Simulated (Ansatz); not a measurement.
Te3⁻ (the lowest doublet isomer of a short search) was relaxed with PBE0-D4 (def2-SVPD) in Ansatz in these states: charge -1 doublet, charge -1 quartet. The geometries follow in no particular order.

In the def2 sets Te takes a core potential; there is no spin–orbit coupling.

A:

```csv
atom,x (Å),y (Å),z (Å)
Te1,2.138,-0.633,0.531
Te2,-1.611,1.097,-1.207
Te3,-0.527,-0.464,0.675
```

B:

```tsv
atom	x (Å)	y (Å)	z (Å)
Te1	0.122	-0.510	-2.712
Te2	-0.126	0.503	2.713
Te3	0.004	0.007	-0.001
```

**Question.** Judge from the bond lengths which geometry belongs to which state (an estimate).

**Answer.** A is the charge -1 doublet (Te2–Te3 2.675 Å, Te1–Te3 2.675 Å); B is the charge -1 quartet (Te2–Te3 2.762 Å, Te1–Te3 2.762 Å).
